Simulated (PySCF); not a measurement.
Geometries of 3 isomers of C3H8OSi, from PySCF, PBE0-D3(BJ)/def2-SVP geometry optimisation, gas phase. One conformer each, no zero-point energy, no frequencies.

**Question.** Which isomer lies lowest at this level?
A.
```xyz
13
angstrom
C     -0.617    0.767   -0.556
C     -1.195   -0.639   -0.366
O     -0.134   -1.555   -0.171
Si     1.246   -0.819    0.450
C      0.548    0.936    0.433
H     -0.241    0.863   -1.588
H     -1.397    1.534   -0.426
H     -1.782   -0.955   -1.243
H     -1.874   -0.660    0.509
H      2.414   -1.048   -0.452
H      1.588   -1.340    1.807
H      1.254    1.721    0.128
H      0.181    1.195    1.440
```
B.
```xyz
13
angstrom
C     -2.230    0.021   -0.047
Si    -0.636    0.283    0.894
C      0.824   -0.194   -0.297
C      2.236    0.220    0.026
O      0.558   -0.846   -1.283
H     -2.306    0.741   -0.875
H     -3.114    0.133    0.598
H     -2.227   -0.990   -0.481
H     -0.471    1.693    1.375
H     -0.534   -0.614    2.090
H      2.937   -0.233   -0.690
H      2.315    1.319   -0.020
H      2.497   -0.074    1.056
```
C.
```xyz
13
angstrom
O      2.177    0.908    0.681
Si     1.257   -0.445    0.348
C     -0.344   -0.082   -0.526
C     -1.537    0.408    0.257
C     -1.528   -0.988   -0.267
H      2.592    1.343   -0.068
H      0.920   -1.036    1.674
H      2.056   -1.419   -0.466
H     -0.268    0.296   -1.553
H     -2.195    1.137   -0.224
H     -1.424    0.559    1.336
H     -1.410   -1.809    0.449
H     -2.175   -1.231   -1.113
```

**Answer.** A. That is `C1CO[SiH2]C1`, 12.8 kcal/mol below the next.

| SMILES | atoms numbered as above | E (Eh) | relative (kcal/mol) | relative (kJ/mol) | dipole (D) |
| --- | --- | --- | --- | --- | --- |
| C1CO[SiH2]C1 | [CH2:1]1[CH2:2][O:3][SiH2:4][CH2:5]1 | -483.30591 | 0.0 | 0.0 | 1.86 |
| O[SiH2]C1CC1 | [OH:1][SiH2:2][CH:3]1[CH2:4][CH2:5]1 | -483.28548 | 12.8 | 53.6 | 1.81 |
| C[SiH2]C(C)=O | [CH3:1][SiH2:2][C:3]([CH3:4])=[O:5] | -483.26775 | 23.9 | 100.2 | 1.80 |

As drawn, the lowest has an Si–O bond, which the highest lacks; the highest has a C=O bond, which the lowest lacks.
